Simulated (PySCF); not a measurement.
Output of ΔSCF core-hole calculations on `COC[SiH2]C`.

Computed, not measured: delta-SCF UKS SCAN, pcX-2 on the ionised atom, pcseg-1 elsewhere, spin-free X2C in PySCF. The program numbers atoms from 0. The cycles run on a coarse integration grid; for E(ground) and E(ion) the exchange–correlation energy is redone on a finer one, so they differ from the last cycle, and only they enter the binding energy.

Coordinates (Å, PBE0-D3(BJ)/def2-SVP):
```
C      2.431326    -0.431571     0.014625
O      1.170350     0.158841    -0.028044
C      0.286811    -0.318580     0.951661
Si    -1.361185     0.594512     0.723685
C     -1.969422     0.346884    -1.032846
H      2.940092    -0.251280     0.982894
H      2.380042    -1.528013    -0.142033
H      3.040707     0.008414    -0.787776
H      0.687400    -0.159209     1.975542
H      0.127685    -1.414820     0.851609
H     -1.156959     2.048530     1.008881
H     -2.339223     0.054460     1.722818
H     -2.169616    -0.717512    -1.230981
H     -1.191338     0.684674    -1.734196
H     -2.891439     0.914016    -1.230460
```

```
ground state, core basis on atom 0 (C), 155 functions
  cycle   1  E = -485.46320820  |g| = 6.23e-01
  cycle   2  E = -485.31789649  |g| = 1.02e+00
  cycle   3  E = -485.55033906  |g| = 1.45e-01
  cycle   4  E = -485.55416526  |g| = 4.71e-02
  cycle   5  E = -485.55467852  |g| = 9.47e-03
  cycle   6  E = -485.55470632  |g| = 1.38e-03
  cycle   7  E = -485.55470651  |g| = 6.30e-04
  cycle   8  E = -485.55470603  |g| = 1.99e-04
  E(ground) = -485.59502856 Eh
hole in C 1s of atom 0
  cycle   1  E = -474.26958745  |g| = 1.50e+00
  cycle   2  E = -472.27773670  |g| = 2.34e+00
  cycle   3  E = -474.66477947  |g| = 5.71e-01
  cycle   4  E = -474.76457884  |g| = 3.89e-01
  ...
  cycle   9  E = -474.82111956  |g| = 1.76e-03
  cycle  10  E = -474.82112294  |g| = 7.11e-04
  cycle  11  E = -474.82112560  |g| = 3.30e-04
  E(ion) = -474.86016033 Eh   <S^2> = 0.7730   hole on atom = 1.000
```

Q: What is the C 1s binding energy of atom 0?

A: (-474.860160 − (-485.595029)) Eh × 27.2114 eV/Eh = 292.11 eV, for the methoxy carbon.

```
ground state, core basis on atom 3 (Si), 166 functions
  cycle   1  E = -485.64860934  |g| = 2.87e-01
  cycle   2  E = -485.64866542  |g| = 3.62e-02
  cycle   3  E = -485.64861339  |g| = 3.17e-02
  cycle   4  E = -485.64876841  |g| = 1.06e-02
  cycle   5  E = -485.64878959  |g| = 1.60e-03
  cycle   6  E = -485.64878964  |g| = 2.83e-04
  E(ground) = -485.64799987 Eh
hole in Si 2p of atom 3
  cycle   1  E = -481.39777594  |g| = 1.24e+00
  cycle   2  E = -481.31364702  |g| = 1.07e+00
  cycle   3  E = -481.69613656  |g| = 2.15e-01
  cycle   4  E = -481.72049312  |g| = 8.29e-02
  cycle   5  E = -481.72277665  |g| = 4.55e-02
  cycle   6  E = -481.72362784  |g| = 9.75e-03
  cycle   7  E = -481.72366033  |g| = 4.03e-03
  cycle   8  E = -481.72366796  |g| = 6.99e-04
  cycle   9  E = -481.72366831  |g| = 2.38e-04
  E(ion) = -481.73403821 Eh   <S^2> = 0.7521   hole on atom = 1.003
```

Q: What energy does this spin-free Si 2p hole on atom 3 cost, and which doublet follows from it?

A: (-481.734038 − (-485.648000)) Eh × 27.2114 eV/Eh = 106.50 eV. With the spin–orbit matrix of the shell the program then gives 2p3/2 = 106.31 eV and 2p1/2 = 106.93 eV; their weighted mean, 106.52 eV, differs from that hole by +0.02 eV, as the three ground-state 2p orbitals of the atom aren't degenerate.

```
ground state, core basis on atom 1 (O), 155 functions
  cycle   1  E = -485.58317528  |g| = 9.36e-02
  cycle   2  E = -485.58299170  |g| = 3.95e-02
  cycle   3  E = -485.58282772  |g| = 5.07e-02
  cycle   4  E = -485.58329579  |g| = 4.79e-03
  cycle   5  E = -485.58329976  |g| = 4.68e-04
  E(ground) = -485.62225316 Eh
hole in O 1s of atom 1
  cycle   1  E = -464.97602339  |g| = 2.23e+00
  cycle   2  E = -464.24920571  |g| = 2.35e+00
  cycle   3  E = -465.71385365  |g| = 4.79e-01
  cycle   4  E = -465.78240543  |g| = 1.69e-01
  cycle   5  E = -465.79603156  |g| = 6.26e-02
  cycle   6  E = -465.79781320  |g| = 1.04e-02
  cycle   7  E = -465.79786561  |g| = 3.86e-03
  cycle   8  E = -465.79787302  |g| = 1.57e-03
  cycle   9  E = -465.79787463  |g| = 4.54e-04
  E(ion) = -465.83710794 Eh   <S^2> = 0.7623   hole on atom = 1.000
```

Q: What is the O 1s binding energy of atom 1?

A: (-465.837108 − (-485.622253)) Eh × 27.2114 eV/Eh = 538.38 eV, for the ether oxygen.

The ground state is recomputed for each atom, because the flexible core basis sits on the ionised atom alone; energies of different blocks can't be mixed. Isolated species at its PBE0-D3(BJ)/def2-SVP geometry (one conformer only).

Shape of the structure used: `[CH3:1][O:2][CH2:3][SiH2:4][CH3:5]`: C1–O2–C3–Si4 180°, O2–C3–Si4–C5 56°.
Labels such as C1 count atoms from 1, the log's own numbers from 0.
